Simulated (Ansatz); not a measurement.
Ansatz (a first-principles code) input (CAM-B3LYP/def2-TZVPD):

Ansatz 0.2 input:
```yaml
crystal:
  periodic: [false, false, false]
  atoms:
    - {symbol: Cl, position_ang: [1.69546886, 1.05140801, -0.09614596]}
    - {symbol: C, position_ang: [0.23579139, 0.14423587, -0.01331211]}
    - {symbol: C, position_ang: [-1.08953680, 0.67951293, 0.02147043]}
    - {symbol: C, position_ang: [-1.90992832, -0.39664431, 0.08487262]}
    - {symbol: O, position_ang: [-1.18813229, -1.55010719, 0.09157122]}
    - {symbol: C, position_ang: [0.12758488, -1.20685654, 0.03102123]}
    - {symbol: H, position_ang: [-1.36872549, 1.71825903, 0.00125058]}
    - {symbol: H, position_ang: [-2.97850619, -0.50725942, 0.12904656]}
    - {symbol: H, position_ang: [0.84585251, -2.00556590, 0.02730132]}
basis:
  gaussian:
    orbitals: def2-TZVPD
hamiltonian:
  xc: {name: CAM-B3LYP}
magnetization: {spin_polarized: true, initial_magnetization: 2}
```

Output:

```
Functional definition: CAM-B3LYP
integrals: 0.27 GiB planned
1329 factors; their error is unknown
integrals: 0.31 GiB planned
472 factors; integrals over basis functions are off by at most 3.0e-5 eV
0.45 GiB of the device are held for the grids
1.88 GiB of device memory are held for the factors and their scratch space
mean field: 1.87 GiB planned
mean field evaluation 1: about -18753.1928 eV, gradient 4.1e1 eV
mean field evaluation 2: about -18738.0746 eV, gradient 6.4e1 eV
mean field evaluation 4: about -18761.4595 eV, gradient 5.4e0 eV
mean field evaluation 8: about -18761.6791 eV, gradient 3.7e-1 eV
mean field evaluation 16: about -18761.6964 eV, gradient 5.5e-2 eV
mean field evaluation 32: about -18761.6973 eV, gradient 1.2e-5 eV
mean field -18761.69725294 eV, -689.4796569105 hartree, gradient 1.2e-5 eV, S^2 2.024493; 2 other end points of the search recorded, 0 dependent functions left out
reference -18761.69739603 eV, -689.4796621688 hartree; 27, 25 occupied and 234, 236 virtual orbitals, 1329 factors
Total energy: -18761.69739603 eV, -689.4796621688 hartree
```

This state (charge 0, triplet) is run at the relaxed geometry of the species with charge 0 and multiplicity 1, and is a spin state other than that species' own.
